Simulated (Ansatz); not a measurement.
Consider the redistribution: `FBO[SiH3]` + `CCB(C)[SiH3]` → `[SiH3]BO[SiH3]` + `CCB(C)F`.

Program: Ansatz. Geometries: PBE0-D4/def2-TZVP. ΔE: electronic, gas phase. CBS: MP2 limit from def2 TZ/QZ plus the TZ coupled-cluster correction, frozen cores. DFT in def2-TZVPP. B3LYP here is the variant with VWN-RPA as its local correlation; programs differ in this. Each species was taken in one conformer, which may not be the lowest.

(1) Is it downhill or uphill in electronic energy at CCSD(T)/CBS, and by how much? (Estimate.)

(2) What do these levels give: r2SCAN-D4, ωB97M-V, B2PLYP, r2SCAN, PBE0, B3LYP, CCSD(T)/def2-TZVPP, HF/def2-QZVPP, MP2/def2-QZVPP, HF/CBS(def2), MP2/CBS(def2), CCSD/CBS(def2)? (Best estimate.)

Largest T1 diagnostic among the species: 0.014.

## Answers

(1) Computed: Uphill: ΔE = +4.5 kJ/mol.

(2) Computed: r2SCAN-D4 4.4, ωB97M-V 2.0, B2PLYP 0.6, r2SCAN 3.3, PBE0 1.0, B3LYP -2.8, CCSD(T)/def2-TZVPP 3.6, HF/def2-QZVPP -0.3, MP2/def2-QZVPP 8.3, HF/CBS(def2) -0.3, MP2/CBS(def2) 8.5, CCSD/CBS(def2) 3.8 kJ/mol.

In def2-TZVPP, CCSD(T) changes the Hartree–Fock value by +4.3 kJ/mol (the triples alone add +0.7 kJ/mol) and MP2 by +8.3 kJ/mol. The D4 term adds +5.6 kJ/mol with B3LYP and +3.3 kJ/mol with PBE0; it sums over pairs of atoms, weighted by their polarisabilities, and B3LYP, whose exchange is more repulsive, gets the larger term.
